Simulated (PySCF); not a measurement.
Computed with PySCF (xtb for GFN2) and rigid-rotor harmonic-oscillator thermochemistry at 1 bar. 'Table' is the NASA 1993 thermochemical table (part measured, part estimated). Open shells (unrestricted): MgBr (multiplicity 2). GFN2 has no spin-polarisation term. The harmonic model lacks anharmonicity and excited electronic states, which grow with temperature; levels with a mode under 35 cm⁻¹ are left out. The table's entry may be an old estimate for MgBr (not checked at source).

Harmonic frequencies at GFN2-xTB (cm⁻¹): 306. Point group C∞v; S°(298 K) = 246.6 J/mol/K at this level.

Task: Work out Cp and S° of gaseous MgBr at 500, 800, 1200, 1600, 2000 K from these, and set them beside the table.

Result: 
| T (K) | Cp GFN2-xTB | Cp table | S° GFN2-xTB | S° table |
|---|---|---|---|---|
| 500 | 36.9 | 36.9 | 265.5 | 263.7 |
| 800 | 37.2 | 37.5 | 282.9 | 281.2 |
| 1200 | 37.3 | 37.9 | 298.0 | 296.5 |
| 1600 | 37.4 | 38.1 | 308.8 | 307.4 |
| 2000 | 37.4 | 38.3 | 317.1 | 316.0 |
Units J/mol/K.
